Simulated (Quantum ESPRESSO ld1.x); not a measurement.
Ag4+, configuration [Kr] 4d5 5p2 (not the ground configuration).

Method: Dirac Kohn-Sham, RPBE, spin-unpolarised, spherical densities, point nucleus; open shells fill j = l - 1/2 first; computed with ld1.x of Quantum ESPRESSO 7.5.

Energy parts (hartree):
total: -5311.19
kinetic: 5559.39
electron-nucleus: -12769.34
Hartree: 2045.77
exchange-correlation: -147.01

Orbitals (lengths in bohr, moments of r in powers of bohr; r(max) is where P^2 peaks; r(90%) holds 90 % of the orbital's charge):
orbital	occ.	eigenvalue (hartree)	r(max)	r(90%)
1s1/2	2	-933.091	0.020	0.0558
2s1/2	2	-139.708	0.114	0.208
2p1/2	2	-130.000	0.088	0.187
2p3/2	4	-123.559	0.093	0.194
3s1/2	2	-27.8277	0.334	0.542
3p1/2	2	-23.9714	0.320	0.542
3p3/2	4	-22.8326	0.328	0.558
3d3/2	4	-16.0217	0.273	0.543
3d5/2	6	-15.7921	0.275	0.548
4s1/2	2	-6.05614	0.817	1.28
4p1/2	2	-4.80790	0.850	1.38
4p3/2	4	-4.60461	0.871	1.41
4d3/2	4	-2.63492	0.966	1.72
4d5/2	1	-2.60530	0.974	1.73
5p1/2	2	-1.44020	2.13	3.31
5p3/2	0	-1.40527	2.19	3.39

The highest occupied level is 5p1/2 at -39.190 eV. The density falls to 0.001 e/bohr^3 at r = 3.75 bohr. Summed over all electrons, <r^2> = 30.44 bohr^2, which gives a Langevin (diamagnetic) susceptibility term of -24.1 x 10^-6 cm^3/mol.
